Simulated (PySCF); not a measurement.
A run for PySCF: R-HF/3-21G on BH3O (SMILES BO), a point of a bond scan (R = 0.867 Å).

```python
from pyscf import gto, scf, dft, mp
from pyscf.data.elements import chemcore

mol = gto.M(
    atom='''
    B    -0.44836328   -0.55342233    0.06101432
    H    -0.33819344   -1.33752824    0.95180133
    H    -1.30242775   -0.64193468   -0.77341615
    O     0.44517449    0.45958125    0.02792633
    H     0.33345496    1.00889027   -0.63338802
    ''',
    basis='3-21g',
    charge=0, spin=0, verbose=3, max_memory=1800)
mf = scf.RHF(mol)
mf.conv_tol = 1e-8
mf.max_cycle = 100
mf.kernel()
if not mf.converged:
    mf = mf.newton().run(mf.mo_coeff, mf.mo_occ)
```

Program output:

```
converged SCF energy = -100.748562045858
```

Self-consistency was reached.

Cost: roughly 0.23 core-seconds.
